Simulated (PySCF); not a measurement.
C₇H₁₀O (charge -1 and doublet state).
Structure used (GFN2-xTB), in Å, numbered top down from 1:
```
atom  x, y, z in Å
O1     0.6439    2.1789    0.9117
C2    -0.1859    1.0633    0.6879
C3     0.4875   -0.2842    0.9971
C4     1.6028   -0.2471   -0.0140
C5     1.0343    0.4089   -1.1811
C6    -0.3870    0.7269   -0.7992
C7    -1.2336   -0.5711   -0.6815
C8    -0.6314   -1.2668    0.5525
H9     1.4288    1.9219    0.3864
H10   -1.1158    1.2455    1.2427
H11    0.7824   -0.4391    2.0444
H12    2.2628   -1.1155   -0.0974
H13    1.2390    0.0664   -2.1998
H14   -0.8929    1.4975   -1.3976
H15   -1.1430   -1.1801   -1.5847
H16   -2.2984   -0.3476   -0.5291
H17   -0.2152   -2.2484    0.3116
H18   -1.3870   -1.4029    1.3384
```

The hyperfine couplings belong to this conformer and change with its torsions.

As a line formula: `O[C@@H]1[C@@H]2[CH-][CH][C@H]1CC2` [radical] (charge -1).

Computed, not measured: PySCF, UKS B3LYP, pcH-1 on C H O, non-relativistic, mean-field spin-orbit, GIAO. Whether the extra electron is bound in the gas phase wasn't checked; a finite basis holds it in any case. Couplings are sensitive to structure, and on GFN2-xTB geometries they can be far from those on DFT ones, by a factor of two or more for some ions and for spin on atoms past the first row. No stability test was run, so a lower SCF solution isn't excluded.

Principal values of hyperfine tensors in MHz (contact and dipolar terms together), for some of the nuclei:

```csv
atom,isotope,A1,A2,A3,alike by the symmetry of this geometry
C7,13C,48.07,48.32,54.98,C8
H16,1H,11.10,11.45,16.43,H18
O1,17O,5.12,5.43,7.16,none
H10,1H,-5.38,-4.40,0.55,none
C6,13C,-5.34,-4.49,2.04,C3
H12,1H,-16.08,1.12,22.05,H13
C2,13C,-0.87,1.86,5.97,none
H14,1H,-2.11,-1.07,7.89,H11
```

Question: Give the isotropic coupling of each nucleus in MHz and in mT (g = 2.0026), and the anisotropic part.

Answer: a_iso is a third of the trace, T = A − a_iso, and a(mT) = a(MHz)/(g × 13.996).

```json
{"atom": "C7", "a_iso (MHz)": "50.46", "a_iso (mT)": "1.800", "T1": "-2.39", "T2": "-2.14", "T3": "4.52"}
{"atom": "H16", "a_iso (MHz)": "12.99", "a_iso (mT)": "0.463", "T1": "-1.89", "T2": "-1.54", "T3": "3.44"}
{"atom": "O1", "a_iso (MHz)": "5.90", "a_iso (mT)": "0.210", "T1": "-0.78", "T2": "-0.47", "T3": "1.26"}
{"atom": "H10", "a_iso (MHz)": "-3.08", "a_iso (mT)": "-0.110", "T1": "-2.30", "T2": "-1.33", "T3": "3.63"}
{"atom": "C6", "a_iso (MHz)": "-2.60", "a_iso (mT)": "-0.093", "T1": "-2.74", "T2": "-1.89", "T3": "4.64"}
{"atom": "H12", "a_iso (MHz)": "2.36", "a_iso (mT)": "0.084", "T1": "-18.44", "T2": "-1.24", "T3": "19.68"}
{"atom": "C2", "a_iso (MHz)": "2.32", "a_iso (mT)": "0.083", "T1": "-3.19", "T2": "-0.46", "T3": "3.65"}
{"atom": "H14", "a_iso (MHz)": "1.57", "a_iso (mT)": "0.056", "T1": "-3.68", "T2": "-2.64", "T3": "6.32"}
```

Question: What spin density at the nucleus of C2 lies behind its contact coupling (g_N = 1.40482)?

Answer: a_FC = 800.24 MHz bohr³ × g_N × ρ(0)/(2S). With a_FC = 2.32 MHz and 2S = 1, ρ(0) = 0.002063 bohr⁻³.

Question: C5 (13C, g_N = 1.40482) isn't in the table. Its spin density at the nucleus is 0.1247 bohr⁻³. What is its contact coupling?

Answer: By the same relation, a_FC = 140.2 MHz. Its full tensor has the principal values 100.44, 102.82, 217.19 MHz.

Question: Which nucleus of the table has the largest anisotropic coupling, and what is its form?

Answer: H12: -18.4, -1.2, 19.7 MHz, rhombic: the two smaller values differ by 87 % of the largest.

Question: What first-order splitting does H16 cause when the field lies along A1, A2 or A3 of its tensor (g taken as isotropic, no quadrupole term)?

Answer: 2 lines (I = 1/2), spaced by |A_i|/(g × 13.996): 0.40, 0.41, 0.59 mT along the axes of A1, A2 and A3.
